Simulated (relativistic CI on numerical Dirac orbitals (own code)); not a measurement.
# What each ingredient does to the levels of W LXIII

Base calculation: Dirac-Coulomb-Breit CI, KLI orbitals optimised for each configuration, model QED, unscaled Slater integrals.

CI space (outside the closed core [Ne]): 3s2, 3s 3p, 3p2, 3s 3d, 3d2, 3p 3d, 3p 4s, 3d 4s, 3s 4s, 3s 4p, 3s 4d, 3s 4f, 3s 5s, 3s 5p, 3s 5d, 4s2. Levels of other configurations are missing.

Variants: (1) P86 correlation estimate; (2) Breit term removed. Shifts of the energy above 3s2 1S_0, in eV, for the lowest level and the first level of each name with at least 55 % of one term (blank where a level changes its place among those of its configuration and J or its character, or is not in the variant):

```tsv
Level	Base	Δ(1)	Δ(2)
3s2 1S_0	0.00	0.00	0.00
3s 3p 3P°_0	139.33	+0.13	-4.26
3s 3p 3P°_1	155.21	+0.13	-3.87
3p2 3P_0	333.63	+0.25	-8.56
3s 3p 3P°_2	508.32	+0.13	+0.22
3s 3p 1P°_1	546.18	+0.13	-0.01
3p2 1D_2	686.07	+0.21	-2.94
3p2 3P_1	688.22	+0.25	-4.33
3s 3d 3D_1	722.78	+0.01	+1.36
3s 3d 3D_2	735.97	+0.05	+1.20
3s 3d 3D_3	806.05	+0.01	+4.09
3s 3d 1D_2	823.80	+0.03	+3.43
3p 3d 3F°_2	873.02	+0.11	-2.50
3p2 3P_2	1064.73	+0.25	+0.12
```

At this charge energies of transitions that change n are usually good to better than 1 %, and those within a shell (Δn = 0) to a few per cent.

Ionisation energy from the two ground configurations alone: base 6996.86 eV; Breit term removed 7003.14 eV. The NIST ASD value (semi-empirical) is 7000 eV.

LS names give the leading component of a level, which can be under half, so a name can repeat, a term be missing and a line seem to break the LS rules.
